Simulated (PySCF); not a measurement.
HN2 (SMILES N#[NH+]), charge +1, singlet, at a GFN2-xTB geometry. Base run: DF-M062X/pcseg-1 (PySCF).

PySCF was given this input:
```python
from pyscf import gto, scf, dft

mol = gto.M(
    atom='''
N    -0.000000   -0.000000   -0.644814
N     0.000000    0.000000    0.435382
H     0.000000    0.000000    1.466024
''',
    basis='pcseg-1',
    charge=1,
    spin=0,
    verbose=4,
)

mf = dft.RKS(mol)
mf.xc = 'm062x'
mf = mf.density_fit(auxbasis='def2-universal-jkfit')
mf.kernel()
```

The base run was repeated with changes; each row names its change, and settings that it needs were set with it.

```csv
change,basis functions,E (Eh),HOMO (eV),HOMO-LUMO gap (eV)
base,33,-109.65968,-24.30,15.64
basis = STO-3G,11,-108.25462,-24.13,15.49
basis = 3-21G,?,?,-24.15,15.49
basis = def2-SVP,33,-109.59459,-24.13,15.47
basis = cc-pVDZ,33,?,-24.15,15.64
basis = 6-31G**,33,-109.67850,-24.18,15.63
basis = 6-31+G*,38,-109.67631,-24.18,15.58
"basis = 6-311+G(2d,p)",?,?,?,?
basis = def2-TZVP,68,-109.72778,-24.15,15.60
basis = pc-2,?,?,?,15.58
basis = def2-TZVPP,76,-109.72833,-24.15,15.59
basis = aug-cc-pVTZ,115,-109.72521,-24.21,15.57
basis = def2-QZVP,144,-109.73527,-24.19,15.58
```

Task: Complete the blanks.

Result: 
- basis = 3-21G, basis functions: 20
- basis = 3-21G, E (Eh): -109.04575
- basis = cc-pVDZ, E (Eh): -109.69594
- basis = 6-311+G(2d,p), basis functions: 60
- basis = 6-311+G(2d,p), E (Eh): -109.71552
- basis = 6-311+G(2d,p), HOMO (eV): -24.24
- basis = 6-311+G(2d,p), HOMO-LUMO gap (eV): 15.61
- basis = pc-2, basis functions: 74
- basis = pc-2, E (Eh): -109.73037
- basis = pc-2, HOMO (eV): -24.17

Totals compare only among sets that treat the same electrons; sets with core potentials leave the core out.
